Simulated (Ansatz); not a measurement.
Geometry optimisation, DFT PBEsol, scalar-relativistic, plane waves, PAW (Ansatz 0.2.0).

input.yaml

```yaml
crystal:
  lattice:
    - [0.0, 5.43, 5.43]
    - [5.43, 0.0, 5.43]
    - [5.43, 5.43, 0.0]
  atoms:
    - { symbol: Si, position: [0.0, 0.0, 0.0] }
    - { symbol: Si, position: [0.125, 0.125, 0.125] }
    - { symbol: Si, position: [0.0, 0.0, 0.5] }
    - { symbol: Si, position: [0.125, 0.125, 0.625] }
    - { symbol: Si, position: [0.0, 0.5, 0.0] }
    - { symbol: Si, position: [0.125, 0.625, 0.125] }
    - { symbol: Si, position: [0.0, 0.5, 0.5] }
    - { symbol: Si, position: [0.125, 0.625, 0.625] }
    - { symbol: Si, position: [0.5, 0.0, 0.0] }
    - { symbol: Si, position: [0.625, 0.125, 0.125] }
    - { symbol: Si, position: [0.5, 0.0, 0.5] }
    - { symbol: Si, position: [0.625, 0.125, 0.625] }
    - { symbol: Si, position: [0.5, 0.5, 0.0] }
    - { symbol: Si, position: [0.625, 0.625, 0.125] }
    - { symbol: Si, position: [0.5, 0.5, 0.5] }
    - { symbol: Si, position: [0.625, 0.625, 0.625] }
    - { symbol: Al, position: [0.5644047, 0.8124752, 0.8010141], spin: 1.0 }
magnetization:
  spin_polarized: true
basis:
  ecutwfc: 420.0
kpoints:
  mp_grid: { grid: [2, 2, 2] }
hamiltonian:
  xc: pbesol
  pseudopotentials: { kind: paw, azcp: { folder: soft_1 } }
scf:
  occupations: { method: gaussian, width: 0.05 }
  lower_state_search: "off"
relax:
  f_tol: 0.03
  max_steps: 60
  adjacent_minimum: "off"
```

Run as:

```bash
$ ansatz run input.yaml --threads 2 --pin off --max-ram 5120MiB --backend cpu --events-out ev --progress --plain --runs-dir out
```

Question: Where does it end, and by what steps?

Answer: It converged. The force dipped under the threshold on the way, but the program's further checks kept it going. Limits of this set-up: coarse k mesh, PAW files made for another functional, a small cell, in which the defect meets its images. After 9 steps the energy has fallen by 2.126 eV; Al17 moved furthest, 1.09 Å. Joined: Si3–Al17 (3.52 → 2.73 Å), Si5–Al17 (3.56 → 2.73 Å), Si7–Al17 (3.48 → 2.73 Å), Si8–Al17 (3.52 → 2.44 Å).

```csv
step,energy less start (eV),largest force component (eV/Å),accepted
0,0.0000,3.285,yes
1,-1.0074,1.337,yes
2,-1.3439,0.220,yes
3,-1.4334,0.335,yes
4,-1.5558,0.453,yes
5,-1.6900,0.361,yes
6,-1.9062,0.271,yes
7,-2.0717,0.213,yes
8,-2.1264,0.030,yes
9,-2.1264,0.030,yes
```

```xyz
17
Lattice="0.0000 5.4300 5.4300 5.4300 0.0000 5.4300 5.4300 5.4300 0.0000" Properties=species:S:1:pos:R:3
Si 0.030 -0.037 -0.033
Si 1.384 1.303 1.306
Si 2.751 2.672 -0.026
Si 4.121 4.039 1.306
Si 2.751 -0.030 2.676
Si 4.121 1.303 4.043
Si 5.453 2.672 2.676
Si 6.778 4.075 4.079
Si 0.055 2.672 2.676
Si 1.375 4.049 4.052
Si 2.751 5.369 2.676
Si 4.156 6.697 4.078
Si 2.751 2.672 5.372
Si 4.156 4.074 6.701
Si 5.466 5.387 5.391
Si 6.779 6.697 6.701
Al 8.184 8.099 8.103
```

Time of the run: 73 s on 2 threads of Arm Neoverse V2, on a shared host, peak memory 0.68 GiB.
